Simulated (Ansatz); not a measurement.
MgC-, multiplicity 4 (lowest of 2S+1 = 2, 4 at CCSD(T)/def2-TZVPP on PBE0 minima; our sources give no spin for the ground state, which may be another), most abundant isotopes (12.0000 and 23.9850 u). Constants from fifth-degree fits in 1/R to seven points on the lowest solution found; no spin–orbit coupling, no relativity up to Kr; ω_e x_e and α_e move by some per cent with the fit.

Correlated levels freeze the inner cores; with def2 sets outer-core shells near the valence are correlated too.

Run with Ansatz (Gaussian basis) for Hartree–Fock, density functionals and correlated methods. Each number belongs to the level named beside it.

| level | r_e (Å) | ω_e (cm⁻¹) | ω_e x_e (cm⁻¹) | α_e (cm⁻¹) |
|---|---|---|---|---|
| PBE/def2-TZVPP | 2.1978 | 425.3 | 5.07 | 0.00656 |
| CCSD(T)/def2-QZVPP | 2.1856 | 427.8 | 5.11 | 0.00688 |

Problem. Derive the rotational constants, the centrifugal constant, the fundamental, the zero-point energy and the force constant.

Solution. 
μ = 7.99834 u.
- PBE/def2-TZVPP: B_e = 16.8576/(μ r_e²) = 0.43632 cm⁻¹; B₀ = B_e − α_e/2 = 0.43305 cm⁻¹; D = 4B_e³/ω_e² = 1.84e-06 cm⁻¹; fundamental ω_e − 2ω_e x_e = 415 cm⁻¹; zero-point energy ω_e/2 − ω_e x_e/4 = 211 cm⁻¹; k = μ(2πcω_e)² = 85.2 N/m
- CCSD(T)/def2-QZVPP: B_e = 16.8576/(μ r_e²) = 0.44122 cm⁻¹; B₀ = B_e − α_e/2 = 0.43778 cm⁻¹; D = 4B_e³/ω_e² = 1.88e-06 cm⁻¹; fundamental ω_e − 2ω_e x_e = 418 cm⁻¹; zero-point energy ω_e/2 − ω_e x_e/4 = 213 cm⁻¹; k = μ(2πcω_e)² = 86.2 N/m

Ansatz is a quantum-chemistry and plane-wave program.
